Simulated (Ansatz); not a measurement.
Input for Ansatz (a program for electronic structure): R-RI-MP2/cc-pV(Q+d)Z on HF (SMILES F). The basis file is the Basis Set Exchange's JSON of that set.

Ansatz 0.2 input:
```yaml
crystal:
  periodic: [false, false, false]
  atoms:
    - {symbol: F, position_ang: [-0.00000000, 0.00000000, 0.46222970]}
    - {symbol: H, position_ang: [0.00000000, -0.00000000, -0.46222970]}
basis:
  gaussian:
    orbitals: cc-pV_Q+d_Z.json
    fitting: {mean_field: def2-universal-JKFIT, correlation: cc-pVQZ-RIFIT.json}
magnetization: {spin_polarized: false}
correlation: {method: mp2, electrons: outside_noble_gas}
scf: {lower_state_search: off}
```

Output:

```
WARN ansatz: RAYON_NUM_THREADS=4 ignored (pool sized by the plan → 4); use --threads N
Functional definition: HF
these checks for a lower state are left out or cut short: stability, starts, cluster_reference, orbital_swaps, neighbouring_geometries, increment
integrals: 0.01 GiB planned
95 factors; integrals over basis functions are off by at most 2.1e0 eV
187 factors; integrals over basis functions are off by at most 7.1e-1 eV
mean field: 0.07 GiB planned
mean field evaluation 1: about -2722.0174 eV, gradient 2.5e1 eV
mean field evaluation 2: about -2722.6781 eV, gradient 1.6e1 eV
mean field evaluation 4: about -2722.9684 eV, gradient 3.6e-1 eV
mean field evaluation 8: about -2722.9690 eV, gradient 1.2e-6 eV
mean field -2722.96896058 eV, -100.0672636067 hartree, gradient 1.2e-6 eV, S^2 0.000000; 0 other end points of the search recorded, 0 dependent functions left out
1 core orbitals not correlated
reference -2722.96896058 eV, -100.0672636067 hartree; 4, 4 occupied and 80, 80 virtual orbitals, 187 factors
second order -8.10301108 eV of doubles, -0.00000000 eV of singles
Total energy: -2731.07197166 eV, -100.3650437714 hartree
Checks for a lower state left out: stability, starts, cluster_reference, orbital_swaps, neighbouring_geometries, increment
```

Self-consistency was reached.

Cost: very roughly 0.23 core-seconds.
